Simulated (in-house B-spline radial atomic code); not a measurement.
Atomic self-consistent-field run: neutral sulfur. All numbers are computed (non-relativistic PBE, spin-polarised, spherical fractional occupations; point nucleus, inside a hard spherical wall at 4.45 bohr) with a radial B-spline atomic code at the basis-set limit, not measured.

Command:
```bash
python run_scf.py task.json out
```
Settings:
```
Z                16
configuration    [He] 2s2 2p5 3s2 3p4 3d1
hamiltonian      nr
method           pbe,pbe
spin_polarised   True
wall_radius      4.45
```

Output (hartree, bohr):
```
 radial grid: 39 intervals, B-splines of order 8, outer radius 4.45 bohr

 iter        energy (Eh)    residual
    1        -389.821208    2.53e-01
    2        -390.841549    1.16e-01
    3        -391.487034    2.55e-02
    4        -391.508489    6.47e-03
    5        -391.508928    2.55e-03
    6        -391.509186    3.24e-04
    7        -391.509194    4.95e-05
    8        -391.509194    1.38e-06
    9        -391.509194    5.65e-08

 total energy                      -391.50919
 kinetic                             391.8197
 electron-nucleus                   -926.6066
 Hartree                             167.8936
 exchange-correlation                -24.6159

 orbital      occ     eigenvalue          <r>       <r^2>       <1/r>     <1/r^2>       r_max
 1s up      1.000       -89.4277    0.0972812    0.012721     15.5577     488.835     0.06372
 1s down    1.000       -89.3427    0.0972007   0.0126984     15.5676     489.346     0.06369
 2s up      1.000        -8.5352     0.469628    0.261618     3.12485     40.3783      0.3845
 2s down    1.000        -8.3836     0.471227    0.263392      3.1105      39.974      0.3855
 2p up      3.000        -6.6351     0.426886     0.22629     3.04189     12.8781      0.3192
 2p down    2.000        -6.4615     0.429275    0.228923      3.0277     12.7759      0.3206
 3s up      1.000        -0.7321      1.57044      2.8358    0.876192     4.65712       1.335
 3s down    1.000        -0.6213      1.58676     2.90125    0.869027     4.59389       1.341
 3p up      3.000        -0.3210      1.74349     3.51418    0.767093     1.31821       1.454
 3p down    1.000        -0.2152      1.77507      3.6473    0.755163     1.28605       1.469
 3d up      1.000         0.2562      2.10492     5.04801    0.569613    0.418185       1.921
```

Run time, properties included: 0.08 s on 1 thread of Arm Neoverse N1 (shared host).
